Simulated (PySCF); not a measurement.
CBr3, SMILES Br[C](Br)Br (connectivity only; charge and spin as stated), charge +1, multiplicity 1.

The structure is a stationary point at TPSSh-D3(BJ)/def2-SVP. The spin state was assumed, not searched. The isomer is the one that the SMILES or the coordinates give; other isomers of the formula were not compared.

All values below come from PBE/def2-TZVP (PySCF).

Isolated molecule, no solvent.

| Property | Result |
|---|---|
| total energy | -7759.04411 hartree |
| point group | D3h |
| highest occupied level | -12.67 eV |
| lowest empty level | -10.27 eV |
| orbital gap | 2.40 eV |
| dipole moment about the centre of nuclear charge | 0.00 D |
| mean static polarisability | 70.3 bohr³ (10.41 Å³) |
| polarisability, principal values | 40.7, 85.0, 85.0 bohr³ |
